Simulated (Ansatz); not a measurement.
Consider the formal exchange of groups at a B–Ge bond: `[SiH3][GeH]([Cl])[BH]Cl` + `CNC=N` → `N=CNBCl` + `[CH3][GeH]([SiH3])[Cl]`.

Calculated with Ansatz (gas phase, PBE0-D4/def2-TZVP geometries, no zero-point term in ΔE). CBS: MP2 limit from def2 TZ/QZ plus the TZ coupled-cluster correction, frozen cores. Functionals use def2-TZVPP. B3LYP here is the variant with VWN-RPA as its local correlation; programs differ in this. For Ge outer-core shells are correlated without core-valence functions, which leaves a few kJ/mol of doubt a bond. Scalar relativity is left out up to krypton. One conformer a species, not always the lowest.

```
             level  ΔE (kJ/mol)  difference from CCSD(T)/CBS
            PBE-D4       -162.8                         12.2
           PBE0-D4       -168.0                          7.0
          B3LYP-D4       -172.5                          2.5
           ωB97X-V       -172.1                          2.9
           ωB97M-V       -177.9                         -2.9
            B2PLYP       -176.8                         -1.8
               PBE       -162.7                         12.3
              PBE0       -168.0                          7.0
    MP2/def2-TZVPP       -183.9                         -8.9
SCS-MP2/def2-TZVPP       -181.8                         -6.8
   CCSD/def2-TZVPP       -179.0                         -4.0
     HF/def2-QZVPP       -181.3                         -6.3
SCS-MP2/def2-QZVPP       -180.7                         -5.7
      HF/CBS(def2)       -181.3                         -6.3
     MP2/CBS(def2)       -180.7                         -5.7
    CCSD/CBS(def2)       -175.8                         -0.8
       CCSD(T)/CBS       -175.0                            0
```

Largest T1 diagnostic among the species: 0.013.

From PBE to PBE0 (25 % exact exchange), in def2-TZVPP and without D4, ΔE moves by −5.3 kJ/mol.
